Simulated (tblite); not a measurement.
Compound: C₇H₈BrP.
Bonds: C1–C2, C2–C3 (aromatic), C3–C4 (aromatic), C4–Br5, C4–C6 (aromatic), C6–C7, C6–C8 (aromatic), C8–P9 (aromatic), C2–P9 (aromatic). Hydrogens: H10, H11, H12 on C1; H13 on C3; H14, H15, H16 on C7; H17 on C8.

Computed with GFN2-xTB (tblite), gas phase: L-BFGS steps from a force-field or distance-geometry start until the largest atomic force falls under 0.01 eV/Å.

Step 4: E = -697.9222 eV
```
atom  x, y, z in Å  |  force x, y, z in eV/Å
C1      3.0961   -0.0208   -0.2866    0.070   0.000   0.015
C2      1.5904   -0.0168   -0.3356   -0.097   0.008  -0.092
C3      0.8878    0.0279    0.8537   -0.056  -0.016  -0.110
C4     -0.4939    0.0355    0.9547   -0.084   0.012   0.188
Br5    -1.1767    0.0950    2.7532   -0.080   0.000  -0.093
C6     -1.3963    0.0047   -0.1089   -0.012  -0.020   0.063
C7     -2.8787    0.0155    0.1157   -0.123   0.011   0.057
C8     -0.9068   -0.0422   -1.3997    0.324   0.009   0.110
P9      0.7646   -0.0665   -1.8779    0.086  -0.005  -0.158
H10     3.5514   -0.0564   -1.2748   -0.204  -0.003  -0.078
H11     3.4757    0.8709    0.2155   -0.129   0.022   0.005
H12     3.4679   -0.8793    0.2754   -0.123  -0.024   0.007
H13     1.4582    0.0551    1.7699    0.040   0.008   0.115
H14    -3.4277   -0.0142   -0.8237    0.127   0.006  -0.038
H15    -3.1967   -0.8428    0.7084    0.112  -0.006   0.054
H16    -3.1903    0.9126    0.6523    0.102   0.003   0.044
H17    -1.6321   -0.0661   -2.2015    0.047  -0.004  -0.090
```

Step 5: E = -697.9282 eV
```
atom  x, y, z in Å  |  force x, y, z in eV/Å
C1      3.0942   -0.0208   -0.2874    0.020  -0.001   0.029
C2      1.5890   -0.0170   -0.3350   -0.074   0.008  -0.187
C3      0.8856    0.0280    0.8514   -0.041  -0.016   0.007
C4     -0.4959    0.0353    0.9568   -0.042   0.013   0.119
Br5    -1.1781    0.0949    2.7472   -0.103   0.003   0.013
C6     -1.3970    0.0047   -0.1072    0.035  -0.021   0.072
C7     -2.8780    0.0153    0.1161   -0.101   0.015   0.049
C8     -0.9024   -0.0421   -1.3945    0.290   0.004  -0.032
P9      0.7671   -0.0663   -1.8795    0.054  -0.004  -0.096
H10     3.5456   -0.0565   -1.2760   -0.173  -0.003  -0.102
H11     3.4717    0.8696    0.2152   -0.099   0.065   0.018
H12     3.4639   -0.8779    0.2749   -0.092  -0.067   0.025
H13     1.4570    0.0550    1.7680    0.028   0.008   0.099
H14    -3.4237   -0.0138   -0.8243    0.095   0.001  -0.047
H15    -3.1933   -0.8419    0.7101    0.085  -0.036   0.058
H16    -3.1872    0.9115    0.6534    0.077   0.034   0.052
H17    -1.6255   -0.0661   -2.1992    0.041  -0.003  -0.076
```

**Question.** Estimate the geometry and energy of step 6. (The exact step hangs on the optimiser's Hessian estimate; all steps are aligned on step 5, rigid shifts and turns removed.)

**Answer.** E = -697.9364 eV, largest force 0.238 eV/Å
```
atom  x, y, z in Å  |  force x, y, z in eV/Å
C1      3.0906   -0.0207   -0.2882   -0.056  -0.002   0.011
C2      1.5861   -0.0170   -0.3380   -0.084   0.011  -0.081
C3      0.8812    0.0278    0.8492    0.057  -0.015   0.039
C4     -0.4997    0.0352    0.9620    0.054   0.008  -0.006
Br5    -1.1829    0.0948    2.7387   -0.138   0.008   0.194
C6     -1.3970    0.0042   -0.1029    0.114  -0.019  -0.083
C7     -2.8782    0.0152    0.1175    0.023   0.009   0.024
C8     -0.8911   -0.0418   -1.3879    0.082   0.000  -0.099
P9      0.7728   -0.0663   -1.8847    0.014  -0.001  -0.023
H10     3.5326   -0.0568   -1.2804   -0.111  -0.001  -0.087
H11     3.4632    0.8693    0.2153   -0.053   0.095   0.019
H12     3.4556   -0.8775    0.2748   -0.048  -0.097   0.030
H13     1.4555    0.0551    1.7664    0.005   0.006   0.046
H14    -3.4155   -0.0131   -0.8263    0.035  -0.006  -0.041
H15    -3.1862   -0.8414    0.7141    0.031  -0.060   0.046
H16    -3.1808    0.9110    0.6565    0.029   0.066   0.050
H17    -1.6131   -0.0661   -2.1963    0.046  -0.002  -0.037
```

The energy changes by -0.0082 eV. The first-order estimate −F·Δx gives -0.0130 eV and the mean of the old and new forces, exact on a quadratic surface, -0.0081 eV. The step makes an angle of 46° with the force vector and moves no atom by more than 0.014 Å.

What follows is the cost of the whole relaxation. On an Arm Neoverse V1 with one thread, on a shared host, this took 0.24 s.
